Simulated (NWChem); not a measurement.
Molecule: C2H4FNOSi; SMILES N([Si@H](F)C)=C=O

```xyz
10

C     -1.5736     1.5616     0.2812
Si     0.0148     0.8573    -0.3872
F      1.2665     1.4746     0.4212
N      0.0367    -0.8432    -0.1713
C      0.1700    -2.0163     0.0493
O      0.2819    -3.1702     0.2549
H     -1.6894     1.3288     1.3455
H     -1.5982     2.6512     0.1669
H     -2.4357     1.1453    -0.2527
H      0.2234     1.1357    -1.8250
```
Atoms are numbered in this order, from 1.

Program: NWChem. Geometry: optimised at B3LYP/6-31G* (spherical d). Level: PBE/def2-SVP with SMD (1 M gas to 1 M solution), gas-phase geometry. Reactions with the solvent are ignored.

```json
[
 {"solvent": "water", "dielectric constant": "78.4", "solvation free energy (kcal/mol)": "3.3", "cavity-dispersion-structure term (kcal/mol)": "7.1", "dipole in solution (D)": "3.09"},
 {"solvent": "cyclohexanone", "dielectric constant": "15.6", "solvation free energy (kcal/mol)": "-1.9", "cavity-dispersion-structure term (kcal/mol)": "0.8", "dipole in solution (D)": "2.88"},
 {"solvent": "ethylene glycol", "dielectric constant": "40.2", "solvation free energy (kcal/mol)": "4.0", "cavity-dispersion-structure term (kcal/mol)": "7.8", "dipole in solution (D)": "3.08"},
 {"solvent": "1-octanol", "dielectric constant": "9.86", "solvation free energy (kcal/mol)": "0.7", "cavity-dispersion-structure term (kcal/mol)": "4.0", "dipole in solution (D)": "2.98"}
]
```
